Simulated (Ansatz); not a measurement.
Isolated molecules relaxed with PBE0-D4/def2-TZVP in Ansatz; ΔE leaves out vibrations. CBS: MP2 limit from def2 TZ/QZ plus the TZ coupled-cluster correction, frozen cores. DFT in def2-TZVPP. Elements past krypton have def2 core potentials. For Sn outer-core shells are correlated without core-valence functions, which leaves a few kJ/mol of doubt a bond. Each species was taken in one conformer, which may not be the lowest.

Consider the redistribution: `F[SiH](Cl)N[SiH3]` + `[CH3][Sn]([F])([F])[SiH3]` → `C[SiH](F)N[SiH3]` + `[F][Sn]([F])([SiH3])[Cl]`.

`F[SiH](Cl)N[SiH3]`:

Z-matrix (Å, degrees):
```
Si
Cl 1 2.041
N 1 1.695 2 109.2
F 1 1.591 2 105.7 3 -121.5
H 1 1.470 2 111.1 3 122.6
Si 3 1.736 1 127.7 2 151.6
H 3 1.011 1 115.7 2 -32.4
H 6 1.486 3 111.6 1 114.7
H 6 1.486 3 110.8 1 -124.6
H 6 1.483 3 106.5 1 -4.9
```

`[CH3][Sn]([F])([F])[SiH3]`:

```xyz
11

C    -1.127   -0.895   -1.532
Sn   -0.006   -0.585    0.239
F    -1.120   -1.255    1.659
F     1.405   -1.892    0.173
Si    1.056    1.579    1.118
H    -1.408   -1.948   -1.560
H    -0.522   -0.652   -2.404
H    -2.024   -0.276   -1.519
H    -0.018    2.583    1.319
H     1.737    1.272    2.398
H     2.026    2.070    0.108
```

`C[SiH](F)N[SiH3]`:

```xyz
13

C     1.733   -0.689   -0.075
Si    0.216   -0.760    0.980
F     0.541    0.057    2.325
N    -1.158   -0.116    0.183
Si   -1.308    1.246   -0.872
H     1.594   -1.260   -0.996
H     1.985    0.339   -0.344
H     2.584   -1.111    0.465
H    -0.133   -2.133    1.420
H    -2.034   -0.528    0.477
H    -2.179    2.301   -0.289
H    -1.892    0.855   -2.184
H     0.052    1.798   -1.089
```

`[F][Sn]([F])([SiH3])[Cl]`:

```xyz
8

F    -1.511    2.038    0.392
Sn    0.118    1.047    0.393
F     1.258    2.130   -0.685
Si   -0.167   -1.322   -0.544
Cl    0.944    1.251    2.534
H    -0.718   -1.180   -1.910
H     1.177   -1.940   -0.544
H    -1.100   -2.025    0.364
```

```tsv
level	ΔE (kJ/mol)
ωB97M-V	2.6
HF/CBS(def2)	-4.8
```

**Question.** What does CCSD(T)/CBS give? (Best estimate.)

**Answer.** Computed: +5.3 kJ/mol. The listed levels differ from it by -2.7, -10.1 kJ/mol.

Largest T1 diagnostic among the species: 0.014.

In def2-TZVPP, CCSD(T) changes the Hartree–Fock value by +10.7 kJ/mol (the triples alone add +0.5 kJ/mol) and MP2 by +13.3 kJ/mol.

CCSD(T)/CBS has its own doubt, a few kJ/mol and more with outer-core shells, so smaller differences from it don't rank the levels.
